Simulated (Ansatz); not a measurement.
Reaction (ligand exchange at the Si–S bond): `CO[SiH2]S` + `O[SiH](O)F` → `CO[SiH2]O[SiH](O)F` + H₂S

Isolated molecules relaxed with PBE0-D4/def2-TZVP in Ansatz; ΔE leaves out vibrations. CCSD(T)/CBS adds triple-zeta CCSD(T) − MP2 to the extrapolated MP2 energy (def2 sets, frozen cores). This one scheme is used for every species. DFT in def2-TZVPP. Each species was taken in one conformer, which may not be the lowest.

`CO[SiH2]S`:

```xyz
10

C    -0.041   -0.629   -1.555
O     0.152    0.397   -0.607
Si   -0.329    0.259    0.954
S     0.421    1.887    2.085
H     0.514   -0.366   -2.457
H     0.329   -1.594   -1.188
H    -1.099   -0.737   -1.816
H     0.157   -1.043    1.487
H    -1.806    0.342    1.089
H     1.701    1.483    2.007
```

`O[SiH](O)F`:

```xyz
7

O    -0.892   -0.260   -0.992
Si    0.029   -0.168    0.349
O     1.543    0.204   -0.086
F    -0.604    0.948    1.297
H    -1.840   -0.153   -0.905
H     0.087   -1.410    1.129
H     1.676    0.839   -0.792
```

`CO[SiH2]O[SiH](O)F`:

Z-matrix (Å, degrees):
```
C
O 1 1.414
H 1 1.090 2 108.3
H 1 1.095 2 111.2 3 119.2
H 1 1.095 2 111.3 3 -119.2
Si 2 1.650 1 122.9 3 174.0
O 6 1.625 2 105.6 1 -175.2
H 6 1.483 2 109.6 1 -55.8
H 6 1.483 2 110.4 1 66.2
Si 7 1.631 6 138.2 2 5.9
O 10 1.620 7 110.5 6 -19.2
F 10 1.589 7 107.3 6 101.4
H 10 1.467 7 110.7 6 -142.0
H 11 0.965 10 114.8 7 19.5
```

H₂S:

Z-matrix (Å, degrees):
```
S
H 1 1.341
H 1 1.341 2 92.3
```

| level | ΔE (kJ/mol) |
| --- | --- |
| r2SCAN | -64.7 |
| HF/CBS(def2) | -84.5 |

What does CCSD(T)/CBS give? (Best estimate.)

Computed: -71.2 kJ/mol. The listed levels differ from it by 6.5, -13.3 kJ/mol.

Largest T1 diagnostic among the species: 0.012.

The D4 term adds −6.2 kJ/mol with B3LYP and −3.9 kJ/mol with PBE0; it sums over pairs of atoms, weighted by their polarisabilities, and B3LYP, whose exchange is more repulsive, gets the larger term. In def2-TZVPP, CCSD(T) changes the Hartree–Fock value by +8.3 kJ/mol (the triples alone add +1.9 kJ/mol) and MP2 by +11.8 kJ/mol. From PBE to PBE0 (25 % exact exchange), in def2-TZVPP and without D4, ΔE moves by −5.7 kJ/mol.

B3LYP here is the variant with VWN-RPA as its local correlation; programs differ in this.
